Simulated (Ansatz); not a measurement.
Relaxation of FGeH5 (7 atoms, charge 0, multiplicity 1), to a largest force component of 0.03 eV/Å in at most 50 steps.

These are results of RKS PBE0/def2-SVP (Ansatz), not measurements.

```xyz
7
Properties=species:S:1:pos:R:3:forces:R:3
Ge -0.423 0.000 -0.412 -0.04 0.00 -0.40
F 0.040 0.002 2.446 0.17 0.00 0.50
H 0.996 -0.001 0.156 -0.09 0.00 0.05
H -0.611 1.270 -1.265 -0.03 -0.07 -0.05
H -0.612 -1.269 -1.266 -0.03 0.07 -0.05
H -1.587 0.000 0.608 0.10 0.00 -0.01
H -0.874 -0.001 2.326 -0.08 0.00 -0.04
```

Problem. Where does it end, and by what steps?

Solution. The run converged. The force dipped under the threshold on the way, but the program's further checks kept it going. After 24 steps the energy has fallen by 0.168 eV; F2 moved furthest, 0.83 Å.

| step | energy less start (eV) | largest force component (eV/Å) | accepted |
| --- | --- | --- | --- |
| 0 | 0.0000 | 0.503 | yes |
| 1 | -0.0747 | 1.147 | yes |
| 2 | -0.0695 | 1.711 | no |
| 3 | -0.1004 | 0.347 | yes |
| 4 | -0.1118 | 0.503 | yes |
| 5 | -0.1183 | 0.035 | yes |
| 6 | -0.1186 | 0.010 | yes |
| 7 | -0.1186 | 0.014 | yes |
| 8 | -0.1186 | 0.007 | yes |
| 9 | -0.1189 | 0.067 | yes |
| 10 | -0.1188 | 0.274 | no |
| 11 | -0.1196 | 0.091 | yes |
| 12 | -0.1212 | 0.312 | yes |
| 13 | -0.1177 | 0.788 | no |
| 14 | -0.1267 | 0.110 | yes |
| 15 | -0.1313 | 0.168 | yes |
| 16 | -0.1334 | 0.552 | yes |
| 17 | -0.1358 | 0.769 | yes |
| 18 | -0.1486 | 0.354 | yes |
| 19 | -0.1434 | 0.627 | no |
| 20 | -0.1601 | 0.084 | yes |
| 21 | -0.1653 | 0.062 | yes |
| 22 | -0.1666 | 0.077 | yes |
| 23 | -0.1677 | 0.041 | yes |
| 24 | -0.1679 | 0.002 | yes |

```xyz
7
Properties=species:S:1:pos:R:3
Ge -0.394 -0.180 -0.455
F -0.194 0.786 2.549
H 1.041 -0.542 -0.057
H -0.564 1.339 -0.567
H -0.759 -0.853 -1.788
H -1.368 -0.720 0.618
H -0.832 0.170 2.292
```

Run time: 40 s on 1 thread of Arm Neoverse V2 (shared host), peak memory 0.13 GiB.
